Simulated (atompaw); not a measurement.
Scattering properties, PAW (atompaw) potential for Te (Z = 52)

* Element: Te (Z = 52)
* Generator: atompaw 4.2.0.5
* Type: PAW
* Functional: LDA (PW92)
* Relativity: scalar-relativistic
* Frozen core: [Kr] 4d10
* Valence charge: 6
* Reference configuration: 5s2 5p2 (charge +2)
* Partial waves: 5s (bound): rc 1.40 bohr; 5s channel at -1.75 Ry: rc 1.40 bohr; 5p (bound): rc 2.05 bohr; 5p channel at 1.35 Ry: rc 2.05 bohr
* Local potential: bessel scheme, radius 1.35 bohr
* Core correction: smooth core density matched at 1.70 bohr
* Augmentation charge: sinc compensation charge, radius 1.65 bohr; PAW radius 2.05 bohr; waves and projectors: custom polynom2 7 10 vanderbiltortho

The phase is arctan(r·u′/u) with u = r·R(r), unwrapped; energies in Ry, scanned from -4 to 5 Ry. A pole is an energy at which the radial function vanishes at the test radius. The pseudo phase is shifted by a multiple of π to meet the all-electron one at the reference energy, and phase errors are pseudo minus all-electron; the curves can meet again beyond the range given. Levels narrower than the energy grid can be missing from the lists of poles. n/a: not evaluated, since a narrow level or a reset projector energy made the automatic matching unsafe.

```csv
channel,radius (bohr),reference energy (Ry),"poles, all-electron","poles, pseudo",unbroken range about the reference energy with phases within 0.05 rad,phase error 1 Ry above the reference energy (rad)
s,2.05,-2.43,0.59,0.62,n/a,n/a
p,2.05,-1.66,2.45,2.45,the whole range,+0.000
```

Note: ghost states, extra bound levels that the all-electron valence spectrum of the same l lacks: s at -384.9 eV, p at -64.4 eV, d at -21.4 eV. A true bound ghost makes a file unfit for plane-wave use.

Phases in the s channel:

```tsv
E (Ry)	all-electron	pseudo
-4.00	0.952	0.951
-3.76	0.851	0.850
-3.52	0.707	0.707
-3.28	0.498	0.498
-3.04	0.201	0.200
-2.80	-0.172	-0.172
-2.56	-0.537	-0.537
-2.32	-0.820	-0.820
-2.08	-1.017	-1.017
-1.84	-1.153	-1.153
-1.60	-1.250	-1.250
-1.36	-1.321	-1.321
-1.12	-1.376	-1.377
-0.88	-1.419	-1.481
-0.64	-1.455	-4.595
-0.40	-1.484	-4.625
-0.16	-1.510	-4.650
0.08	-1.532	-4.672
0.32	-1.551	-4.691
0.56	-1.569	-4.708
0.80	-1.585	-4.724
1.04	-1.600	-4.739
1.28	-1.614	-4.752
1.52	-1.628	-4.765
1.76	-1.641	-4.777
2.00	-1.654	-4.790
2.24	-1.666	-4.801
2.48	-1.679	-4.813
2.72	-1.692	-4.825
2.96	-1.706	-4.837
3.20	-1.720	-4.849
3.44	-1.735	-4.862
3.68	-1.751	-4.875
3.92	-1.768	-4.889
4.16	-1.788	-4.904
4.40	-1.809	-4.920
4.64	-1.834	-4.938
4.88	-1.862	-4.957
```
